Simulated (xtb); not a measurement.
xtb input:

```bash
xtb mol.xyz --gfn 2 --ohess tight --chrg 0 --uhf 0
```
mol.xyz:
```
14

B     -0.32617190    -0.03590723    -0.30056714
C     -1.09242196     1.34797980    -0.17176754
C     -0.98469719    -1.41408390     0.30654703
O      0.91723774    -0.09798451    -1.04356084
C      1.99737518     0.07320211    -0.09326350
H     -2.08065850     1.22752873    -0.68516215
H     -0.57627499     2.14338151    -0.69594675
H     -1.26360537     1.58915344     0.88185967
H     -1.13318630    -1.24602160     1.39845592
H     -0.30816793    -2.25003963     0.13957925
H     -1.98789172    -1.54882272    -0.16642715
H      1.91635494     1.07609509     0.34291891
H      1.97087618    -0.67284098     0.69252921
H      2.93660029     0.02336976    -0.68543432
```

What final total energy does it print?

-16.33996 Eh (GFN2-xTB).
